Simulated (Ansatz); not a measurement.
WCl₄O⁻, that is WOCl4 with one electron more. The state is a doublet with charge -1. Geometry B3LYP-D4/def2-SVP, that of the neutral singlet; atoms count from 1.

Cartesian coordinates in Å:
```
W 0.081 -0.043 0.006
O 1.560 -0.832 0.124
Cl 0.522 1.767 -1.370
Cl 0.109 1.461 1.768
Cl -1.342 -1.330 1.305
Cl -0.930 -1.024 -1.833
```

In the def2 sets W takes a core potential; there is no spin–orbit coupling.

Estimate the Mulliken populations from the PBE0/def2-TZVPD orbitals of Ansatz.


```json
{"atom": "W1", "charge (e)": "1.47", "spin (α − β)": "0.98", "d electrons": "3.62"}
{"atom": "O2", "charge (e)": "-0.35", "spin (α − β)": "-0.08", "d electrons": "–"}
{"atom": "Cl3", "charge (e)": "-0.53", "spin (α − β)": "0.03", "d electrons": "–"}
{"atom": "Cl4", "charge (e)": "-0.53", "spin (α − β)": "0.03", "d electrons": "–"}
{"atom": "Cl5", "charge (e)": "-0.53", "spin (α − β)": "0.03", "d electrons": "–"}
{"atom": "Cl6", "charge (e)": "-0.53", "spin (α − β)": "0.03", "d electrons": "–"}
```
Mulliken values depend strongly on the basis. With diffuse functions, as here, like atoms can get unlike values, and bond orders can come out too low or too high.

Where does the spin sit?

Summed by element: W 0.98, O -0.08, Cl 0.11, of 1 unpaired in all. Largest on single atoms: W1 0.98, O2 -0.08, Cl3 0.03.

And the Mayer bond orders between heavy atoms (over 0.3)?

W1–O2 1.94 (1.68 Å); W1–Cl3 0.77 (2.32 Å); W1–Cl4 0.77 (2.32 Å); W1–Cl5 0.77 (2.32 Å); W1–Cl6 0.77 (2.32 Å).
